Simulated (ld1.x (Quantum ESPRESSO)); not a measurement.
## Configuration tests for lutetium (TM)

Lu (Z = 71), norm-conserving Troullier–Martins (Kleinman–Bylander form), made with ld1.x (Quantum ESPRESSO) 7.5 (PBE, scalar-relativistic). Core [Kr] 4d10, reference 4f14 5s2 5p6 5d1 6s0 6p0 (charge +2). Waves: 5s (bound): rc 1.90 bohr; 5p (bound): rc 1.80 bohr; 4f (bound): rc 0.65 bohr; 5d (bound): rc 2.80 bohr. Local part: the d channel. Core correction: none.

Energies are relative to the spin-unpolarised reference configuration 4f14 5s2 5p6 5d1 6s0 6p0; without spin polarisation the order of configurations can differ from experiment.

Give the all-electron excitation energy and the error of the potential for: 4f14 5s2 5p6 5d1 6s2 6p0; 4f14 5s2 5p6 5d1 6s1 6p0; 4f14 5s2 5p6 5d0 6s0 6p0; 4f14 5s2 5p6 5d2 6s0 6p0; 4f14 5s2 5p5 5d1 6s2 6p0; 4f13 5s2 5p6 5d2 6s1 6p0; 4f13 5s2 5p6 5d2 6s2 6p0.

| valence configuration | charge | ΔE all-electron (eV) | error AE − PS (meV) |
| --- | --- | --- | --- |
| 4f14 5s2 5p6 5d1 6s2 6p0 | 0 | -20.644 | -1723 |
| 4f14 5s2 5p6 5d1 6s1 6p0 | +1 | -13.279 | -1107 |
| 4f14 5s2 5p6 5d0 6s0 6p0 | +3 | 19.957 | -0.8 |
| 4f14 5s2 5p6 5d2 6s0 6p0 | +1 | -10.752 | -1.8 |
| 4f14 5s2 5p5 5d1 6s2 6p0 | +1 | 16.397 | -2951 |
| 4f13 5s2 5p6 5d2 6s1 6p0 | +1 | -1.870 | -1802 |
| 4f13 5s2 5p6 5d2 6s2 6p0 | 0 | -9.719 | -2589 |

Levels in the configuration 4f14 5s2 5p6 5d1 6s1 6p0:

```json
{"level": "4f", "all-electron (eV)": "-16.329", "pseudo (eV)": "-16.954"}
{"level": "5s", "all-electron (eV)": "-67.772", "pseudo (eV)": "-68.391"}
{"level": "5p", "all-electron (eV)": "-38.376", "pseudo (eV)": "-38.959"}
{"level": "5d", "all-electron (eV)": "-7.869", "pseudo (eV)": "-8.272"}
{"level": "6s", "all-electron (eV)": "-10.210", "pseudo (eV)": "-9.379"}
```

These tests converged, but a pseudo level misses the all-electron one widely, so the file describes the atom poorly there or has found another state: 4f13 5s2 5p6 5d2 6s2 6p0: 4f by 2.2 eV.

A Bessel basis up to 400 Ry misses an occupied level by 0.45 Ry, so cutoffs were not judged. Note: ghost state, extra bound levels that the all-electron valence spectrum of the same l lacks: s at -947.0 eV (other channels not judged).
